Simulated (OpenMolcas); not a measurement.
**Levels of C+ by method**

```json
{
 "Program": "OpenMolcas 26.06",
 "Basis": "ANO-RCC [8s8p4d3f2g]",
 "Scalar Hamiltonian": "DKH2, point nucleus",
 "Active space": "3 electrons in 8 orbitals (2s 2p 3s 3p)",
 "State averaging": "2S+1 = 4 odd, 1 root; 2S+1 = 2 odd, 11 roots; 2S+1 = 4 even, 3 roots; 2S+1 = 2 even, 9 roots",
 "Spin-orbit coupling": "state interaction with AMFI integrals over the reference wave functions, term energies averaged over their components"
}
```

Methods on the same reference wave functions:
A. CASSCF
B. SS-CASPT2, IPEA 0.25 Eh, imaginary shift 0.1 Eh (closed shells correlated: 1s)
C. MS-CASPT2, IPEA 0.25 Eh, imaginary shift 0.1 Eh (closed shells correlated: 1s)

Energies in cm-1 above 2s2 2p 2P* 1/2, the measured ground level; measured values from NIST Handbook of Basic Atomic Spectroscopic Data.

```json
{"Level": "2s2 2p 2P* 1/2", "A": "0.0", "B": "0.0", "C": "0.0", "Measured": "0.0"}
{"Level": "2s2 2p 2P* 3/2", "A": "58.9", "B": "58.9", "C": "59.5", "Measured": "63.4"}
{"Level": "2s 2p2 4P 1/2", "A": "37538", "B": "42250", "C": "42260", "Measured": "43003"}
{"Level": "2s 2p2 4P 3/2", "A": "37559", "B": "42270", "C": "42280", "Measured": "43025"}
{"Level": "2s 2p2 4P 5/2", "A": "37594", "B": "42300", "C": "42320", "Measured": "43054"}
{"Level": "2s 2p2 2D 3/2", "A": "79427", "B": "74590", "C": "74600", "Measured": "74933"}
{"Level": "2s 2p2 2D 5/2", "A": "79432", "B": "74590", "C": "74610", "Measured": "74930"}
{"Level": "2s 2p2 2S 1/2", "A": "98161", "B": "96810", "C": "96820", "Measured": "96494"}
{"Level": "2s 2p2 2P 1/2", "A": "118757", "B": "111390", "C": "111400", "Measured": "110624"}
{"Level": "2s 2p2 2P 3/2", "A": "118801", "B": "111430", "C": "111440", "Measured": "110666"}
```

Deviations, from unrounded energies. A percentage is the sum of absolute deviations over the sum of measured energies, with the sign that they share, or ± where signs differ.

```tsv
Against measurement	Levels	A	B	C
mean absolute deviation (cm-1)	9	4800	530	530
fine structure of the ground term (%)	1	-7.1	-7.1	-6.2
other configurations (%)	8	±7.3	±0.8	±0.8
```

B, C lie about equally close to measurement and A furthest from it. The largest miss of C in the table is 2s 2p2 2P 3/2, by +780 cm-1. The ranking rests on the paired levels alone, and a cruder setting can come out closer through cancelling errors.

Between B and C the level of the table that moves most is 2s 2p2 2D 3/2, by 13 cm-1 (lowest in B, highest in C). Moves below CASPT2's spread within the term are not significant.

The two smallest mean deviations differ by little beside CASPT2's spread within terms, so their order carries little weight.

The lowest spin-free term lies below A's lowest term by 0.077 hartree in B, 0.077 hartree in C.

The run also gave levels led by 2s2 3p, which use shells meant for correlation; these and all levels above them are left out. Without dynamic correlation excited terms often stand tens of per cent too high (terms of higher spin than the ground term too low), and those without a measured partner can miss by more than the paired ones (holds for A). Measured partners are found by configuration, term and J. A level has none where our copy of the source lacks it or the pairing is in doubt (some pairs that miss far off the trend of their configuration count as doubtful), and it then counts in no deviation. Only configurations of the active space appear. Levels that lie high or do not pair safely by name in every column are left out.

* marks odd parity.
